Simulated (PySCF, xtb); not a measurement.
CdCl, SMILES [Cl][Cd+], charge +1.

Harmonic wavenumbers (cm⁻¹) from GFN2-xTB (xtb 6.7.1) at its own minimum, in rising order: 324.

**Question.** What does PySCF with B3LYP-D3(BJ)/def2-TZVPD give at its own minimum? (The exact figures need the calculation; the answer reports its results.)

**Answer.** 370. Paired by order, the mean absolute difference is 46 cm⁻¹ and the zero-point energies are 0.5 and 0.5 kcal/mol.
